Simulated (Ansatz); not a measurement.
`[NH2][GaH][SiH2]C=O` + H₂O → `[NH2][GaH][SiH2]O` + `C=O`  (formal hydrolysis of the Si–C bond)

Computed with Ansatz on PBE0-D4/def2-TZVP structures; ΔE is electronic, products minus reactants. CBS: MP2 limit from def2 TZ/QZ plus the TZ coupled-cluster correction, frozen cores. This one scheme is used for every species. DFT in def2-TZVPP. For Ga outer-core shells are correlated without core-valence functions, which leaves a few kJ/mol of doubt a bond. Scalar relativity is left out up to krypton. One conformer a species, not always the lowest.

CCSD(T)/CBS gives -87.4 kJ/mol.

Problem. Another level gave -91.7 kJ/mol. Which?
A. ωB97X-V/def2-TZVPP
B. SCS-MP2/def2-TZVPP
C. PBE/def2-TZVPP
D. r2SCAN/def2-TZVPP

Solution. A. ωB97X-V -91.7, r2SCAN -83.6, PBE -73.2, SCS-MP2/def2-TZVPP -97.5 kJ/mol.

Largest T1 diagnostic among the species: 0.016.

In def2-TZVPP, CCSD(T) changes the Hartree–Fock value by +23.4 kJ/mol (the triples alone add +4.4 kJ/mol) and MP2 by +20.3 kJ/mol. From PBE to PBE0 (25 % exact exchange), in def2-TZVPP and without D4, ΔE moves by −8.6 kJ/mol. The D4 term adds +4.0 kJ/mol with B3LYP and +2.3 kJ/mol with PBE0; it sums over pairs of atoms, weighted by their polarisabilities, and B3LYP, whose exchange is more repulsive, gets the larger term.

B3LYP here is the variant with VWN-RPA as its local correlation; programs differ in this.
